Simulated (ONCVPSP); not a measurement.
## Before and after: ONCV potential for Hg (Z = 80)

Hg (Z = 80), optimised norm-conserving Vanderbilt (ONCV), made with ONCVPSP 4.0.1 (BLYP, scalar-relativistic). Core [Kr] 4d10, reference 4f14 5s2 5p6 5d10 (charge +2). Waves: 5s: rc 1.55 bohr, ncon 5, nbas 9, qcut 9.6 1/bohr, 2 projectors, debl 1.6 Ha; 5p: rc 1.35 bohr, ncon 4, nbas 7, qcut 12.1 1/bohr, 3 projectors, debl 0.6 Ha; 5d: rc 1.50 bohr, ncon 4, nbas 7, qcut 5.7 1/bohr, 2 projectors, debl 0.8 Ha; 4f: rc 0.85 bohr, ncon 3, nbas 8, qcut 18.3 1/bohr, 2 projectors, debl 1.4 Ha. Local part: polynomial inside 0.65 bohr (lpopt 2, dvloc0 0 Ha). Core correction: Teter function, fcfact 1.5, rcfact 1.3.

In the s channel the program set the typed energies aside and used -5.049, 0.050 Ha. In the p channel the program set the typed energies aside and used -3.149, 0.250, 0.850 Ha. In the d channel the program set the typed energies aside and used -1.053, 0.250 Ha. In the f channel the program set the typed energies aside and used -4.225, 0.250 Ha.

Change: s: qcut 7.2.

Cutoffs: the cutoffs (Ha) at which the residual kinetic energy of the hardest occupied pseudo-wave falls to 1 and 0.1 mHa per electron; they do not see the model core or the augmentation charge, which bear on the density cutoff. Errors are all-electron minus pseudo energies relative to the spin-unpolarised reference configuration.

Q: How do hardness, ghosts and transferability respond?

A: The potential gets neither clearly harder nor softer (158 Ha and 338 Ha → 158 Ha and 338 Ha); both files keep a bound ghost (s); of the 4 tests that both files solve, the error grows in 2 and shrinks in 1 by more than 15 % and 0.3 meV (median size 7.8 → 10.1 meV); the range in which the s phases agree narrows (upper end at the end of the scan → -1.8).

| quantity | base | changed |
| --- | --- | --- |
| cutoff, loose | 158 Ha | 158 Ha |
| cutoff, tight | 338 Ha | 338 Ha |
| loose cutoff by channel | s 34 Ha, p 45 Ha, d 39 Ha, f 158 Ha | s 23 Ha, p 45 Ha, d 39 Ha, f 158 Ha |
| bound ghosts | s | s |
| GHOST(+) flags under 300 eV | none | none |
| error for 4f14 5s2 5p6 5d10 6s2, meV [ΔE -29.77 eV] | +7.3 | -12 |
| error for 4f14 5s2 5p6 5d10 6s1, meV [ΔE -19.07 eV] | +5.6 | -2.8 |
| error for 4f14 5s2 5p6 5d9, meV [ΔE 35.40 eV] | -8.4 | -8.3 |
| error for 4f14 5s1 5p6 5d10 6s2, meV [ΔE 95.70 eV] | -161 | -286 |
| s: phases at 1.57 bohr within 0.05 rad from the reference energy up to (Ha; the scan ends near 5) | to the end of the scan | -1.8 |
| p: phases at 1.37 bohr within 0.05 rad from the reference energy up to (Ha; the scan ends near 5) | to the end of the scan | to the end of the scan |
| d: phases at 1.52 bohr within 0.05 rad from the reference energy up to (Ha; the scan ends near 5) | 4.8 | 4.8 |
| f: phases at 0.86 bohr within 0.05 rad from the reference energy up to (Ha; the scan ends near 5) | to the end of the scan | to the end of the scan |
| rms error of d²Exc/dni dnj with the model core, mHa | 4.87 | 5.26 |

 A true bound ghost makes a file unfit for plane-wave use even where its test errors are small: the radial tests pick states by their node count and pass the ghost by.
